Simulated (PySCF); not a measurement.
**Nuclear quadrupole coupling in Al(NH2)3**

Compound: Al(NH2)3.
Structure used (PBE0-D3(BJ)/def2-SVP), in Å, numbered top down from 1:
```xyz
10
AlH6N3 angstrom
Al     0.0111   -0.0068    0.0020
N      1.7889   -0.0248   -0.0187
H      2.3630   -0.8580   -0.0582
H      2.3828    0.7949    0.0010
N     -0.8620    1.5417   -0.0020
H     -1.8679    1.6472    0.0432
H     -0.4287    2.4550   -0.0618
N     -0.8912   -1.5386    0.0311
H     -0.4720   -2.4596    0.0690
H     -1.8992   -1.6278   -0.0012
```

Field gradients from the PBE0/pcSseg-1 (pcSseg-2 on Al) density (PySCF, non-relativistic), principal values in atomic units, ordered |Vxx| ≤ |Vyy| ≤ |Vzz|:

```csv
atom,Vxx,Vyy,Vzz
Al1,-0.4481,-0.4496,0.8977
N2,0.2128,0.7033,-0.9161
N5,0.2128,0.7029,-0.9157
N8,0.2134,0.7028,-0.9162
```

Question: Find the asymmetry η = (Vxx − Vyy)/Vzz and the couplings χ = eQV/h (234.96 MHz × Q in barn × V in au), with Q(27Al) = 0.1466 b, Q(14N) = 0.02044 b.

Answer: 
```csv
atom,environment,nucleus,η,χzz (MHz),χxx (MHz),χyy (MHz)
Al1,aluminium bonded to 3 N,27Al,0.00,30.92,-15.43,-15.49
N2,nitrogen bonded to Al and 2 H,14N,0.54,-4.400,1.022,3.378
N5,nitrogen bonded to Al and 2 H,14N,0.54,-4.398,1.022,3.376
N8,nitrogen bonded to Al and 2 H,14N,0.53,-4.400,1.025,3.375
```

The gradient is axial or nearly so (η below 0.05) at Al1. 

Question: What is Vzz at N2 in SI units (1 au = 9.71736 × 10²¹ V/m²)?

Answer: -0.9161 au = -8.902 × 10²¹ V/m².

Isolated species at its PBE0-D3(BJ)/def2-SVP geometry, gas phase. With so small a basis the couplings can be 20 % off.
